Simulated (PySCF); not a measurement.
# CsK: from constants to spectrum

PBE0 constants of CsK, ¹Σ⁺ (singlet), closed shell (PySCF, spin-free X2C with a Gaussian nucleus, basis sets Cs x2c-TZVPall, K x2c-TZVPall; masses 132.9054 and 38.9637 u):

| Quantity | Value |
| --- | --- |
| ωe | 67.9 cm⁻¹ |
| ωexe | 0.14 cm⁻¹ |
| Be | 0.029318 cm⁻¹ |
| αe | 7.31e-05 cm⁻¹ |
| D (centrifugal) | 2.18e-08 cm⁻¹ |
| De to Cs + K | 0.472 eV |

Problem. Give the vibrational terms G(v) and spacings up to v = 6.

Solution. G(v) = ωe(v+½) − ωexe(v+½)².

```csv
v,G(v) (cm⁻¹),G(v) − G(v−1),Bv (cm⁻¹)
0,33.9,,0.02928
1,101.5,67.6,0.02921
2,168.9,67.3,0.02914
3,235.9,67.1,0.02906
4,302.7,66.8,0.02899
5,369.2,66.5,0.02892
6,435.4,66.2,0.02884
```

Closed-shell solutions of metal pairs were not tested for spin polarisation, which can lower them a little. Spin–orbit coupling is left out.
